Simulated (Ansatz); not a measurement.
Input file for Ansatz (a program for electronic structure): U-CAM-B3LYP/def2-TZVPPD on HOS (SMILES [O]S). The basis file is the Basis Set Exchange's JSON of that set.

Ansatz 0.2 input:
```yaml
crystal:
  periodic: [false, false, false]
  atoms:
    - {symbol: S, position_ang: [-0.42690295, -0.12812106, -0.38585562]}
    - {symbol: O, position_ang: [-0.42211578, -0.12668472, 1.11960221]}
    - {symbol: H, position_ang: [0.84901872, 0.25470578, -0.73384659]}
basis:
  gaussian:
    orbitals: def2-TZVPPD.json
hamiltonian:
  xc: {name: CAM-B3LYP}
magnetization: {spin_polarized: true, initial_magnetization: 1}
```

Program output:

```
WARN ansatz: RAYON_NUM_THREADS=1 ignored (pool sized by the plan → 1); use --threads N
Functional definition: CAM-B3LYP
integrals: 0.03 GiB planned
587 factors; their error is unknown
integrals: 0.06 GiB planned
153 factors; integrals over basis functions are off by at most 3.7e-5 eV
mean field: 0.39 GiB planned
mean field evaluation 1: about -12893.7180 eV, gradient 3.6e1 eV
mean field evaluation 2: about -12880.3657 eV, gradient 7.0e1 eV
mean field evaluation 4: about -12898.1714 eV, gradient 1.3e0 eV
mean field evaluation 8: about -12898.1860 eV, gradient 6.6e-2 eV
mean field evaluation 16: about -12898.2095 eV, gradient 6.6e-5 eV
mean field -12898.20952209 eV, -474.0004572164 hartree, gradient 6.6e-5 eV, S^2 0.757578; 0 other end points of the search recorded, 0 dependent functions left out
reference -12898.20963120 eV, -474.0004612260 hartree; 13, 12 occupied and 95, 96 virtual orbitals, 587 factors
Total energy: -12898.20963120 eV, -474.0004612260 hartree
```

Self-consistency was reached.

Cost: roughly 2.5 core-seconds.
